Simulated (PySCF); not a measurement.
Identify the unknown among the candidates.

All candidates are C6H6F2.

* Valence photoelectron: vertical ionisation energy: 8.36 eV [ΔSCF CAM-B3LYP/def2-SVPD]
* Rotational structure: rotational constants A, B, C: 3.976, 1.325, 0.994 GHz [PBE0-D3(BJ)/def2-SVP]
* 13C NMR: chemical shifts (computed TMS as zero) by class: 154.5 (2 C), 130.3 (2 C), 122.0 (2 C) ppm [GIAO B3LYP/pcSseg-1]
* Triplet: lowest triplet excitation (Tamm–Dancoff): 2.48 eV [TDA CAM-B3LYP/def2-SVPD]
* Dipole: 2.60 D [CAM-B3LYP/def2-SVPD]
* NMR, other nuclei: isotropic shieldings of nuclei other than C and H, by class: 326 (2 F) ppm [GIAO B3LYP/pcSseg-1]

Gas-phase values; electronic properties from PySCF, density fitting. Levels stand in brackets. One conformer (not necessarily the lowest) at the PBE0-D3(BJ)/def2-SVP geometry, without solvent, vibrations or thermal averaging. NMR values are class means; diastereotopic atoms form classes of their own.

Task: Which candidate is it?
A. `FC1=CC[C@H](F)C=C1`
B. `C=C/C(F)=C(/F)C=C`
C. `CCC=C1C(F)=C1F`
D. `C=C/C=C/C=C(F)F`

Result: B. It is `C=C/C(F)=C(/F)C=C`. Numbering: `[CH2:1]=[CH:2]/[C:3]([F:4])=[C:5](/[F:6])[CH:7]=[CH2:8]`. Its formula, C6H6F2, gives 3 degrees of unsaturation: 0 rings and 3 π bonds in the structure found. 6 carbons fall into 3 classes; from least to most shielded: vinylic C–F carbon [C3/C5] (154.5 ppm, 2 C), alkene CH carbon [C2/C7] (130.3 ppm, 2 C), terminal =CH2 carbon [C1/C8] (122.0 ppm, 2 C). The other shieldings belong to: 326 ppm, vinyl fluorine [F4/F6]. The first electron is taken from the HOMO, whose largest Löwdin shares are 0.18 on each of 2 atoms of one kind (vinylic C–F carbon) and 0.15 on each of 2 atoms of one kind (terminal =CH2 carbon). The optimised geometry has point group C2v and is an asymmetric top.

The others, at the same levels:
- `CCC=C1C(F)=C1F` fails: it has 6 carbon classes against 3; its computed 13C shifts are 128.0 (1 C), 124.0 (1 C), 123.2 (1 C), 79.1 (1 C), 28.4 (1 C), 19.4 (1 C) ppm, vertical ionisation energy is 8.15 eV (against 8.36 eV) and lowest triplet excitation (Tamm–Dancoff) is 4.10 eV (against 2.48 eV).
- `C=C/C=C/C=C(F)F` fails: it has 6 carbon classes against 3; its computed 13C shifts are 168.9 (1 C), 146.2 (1 C), 138.9 (1 C), 130.7 (1 C), 123.5 (1 C), 88.6 (1 C) ppm, vertical ionisation energy is 8.13 eV (against 8.36 eV) and rotational constant A is 8.675 GHz (against 3.976 GHz).
- `FC1=CC[C@H](F)C=C1` fails: it has 6 carbon classes against 3; its computed 13C shifts are 166.5 (1 C), 135.5 (1 C), 133.2 (1 C), 108.1 (1 C), 82.5 (1 C), 33.3 (1 C) ppm, vertical ionisation energy is 8.90 eV (against 8.36 eV) and lowest triplet excitation (Tamm–Dancoff) is 2.87 eV (against 2.48 eV).

Each candidate is one conformer, not necessarily the lowest. The conformers computed, where there is a choice (atom-mapped SMILES and torsion angles):
- `[CH2:1]=[CH:2]/[C:3]([F:4])=[C:5](/[F:6])[CH:7]=[CH2:8]`: C1–C2–C3–F4 1°, C3–C5–C7–C8 180°
- `[CH3:1][CH2:2][CH:3]=[C:4]1[C:5]([F:6])=[C:7]1[F:8]`: C1–C2–C3–C4 -118°
- `[CH2:1]=[CH:2]/[CH:3]=[CH:4]/[CH:5]=[C:6]([F:7])[F:8]`: C1–C2–C3–C4 180°, C3–C4–C5–C6 180°
